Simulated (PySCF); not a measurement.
## Two probes of the same atoms: core binding energy and nuclear shielding

Species: C₆H₁₂FGeN.
SMILES with atom numbers: `[CH2:1]=[CH:2][CH2:3][NH:4][Ge@H:5]([F:6])[CH:7]1[CH2:8][CH2:9]1`

Binding energies: delta-SCF UKS SCAN, pcX-2 on the ionised atom, pcseg-1 elsewhere, spin-free X2C in PySCF 2.14.0. Shieldings: GIAO PBE0/pcSseg-1, non-relativistic, same geometry.

```tsv
atom	isotropic shielding (ppm)
C1	62.1
C2	34.2
C3	132.2
C7	187.2
C8	183.0
C9	182.7
```

Q: What are the C 1s binding energies of these atoms?

A: 
| atom | environment | C 1s (eV) | isotropic shielding (ppm) |
| --- | --- | --- | --- |
| C1 | terminal =CH2 carbon | 290.19 | 62.1 |
| C7 | sp3 carbon bound to germanium | 290.44 | 187.2 |
| C2 | alkene CH carbon | 290.47 | 34.2 |
| C8 | three-membered-ring carbon | 290.71 | 183.0 |
| C9 | three-membered-ring carbon | 290.72 | 182.7 |
| C3 | sp3 carbon bound to nitrogen | 291.59 | 132.2 |

Q: Among the listed atoms, is the one with the highest binding energy also the least shielded?

A: No. The highest binding energy is at C3 (291.59 eV, shielding 132.2 ppm), the lowest shielding at C2 (34.2 ppm, 290.47 eV).

Over these 6 sites the two quantities correlate at r = 0.28. By binding energy: C1 < C7 ≈ C2 < C8 ≈ C9 < C3. By shielding: C2 < C1 < C3 < C9 ≈ C8 < C7.

Isolated species at its PBE0-D3(BJ)/def2-SVP geometry (one conformer only).

Conformer computed: `[CH2:1]=[CH:2][CH2:3][NH:4][Ge@H:5]([F:6])[CH:7]1[CH2:8][CH2:9]1`: C1–C2–C3–N4 -124°, C2–C3–N4–Ge5 -147°, C3–N4–Ge5–F6 -74°, N4–Ge5–C7–C8 151°.
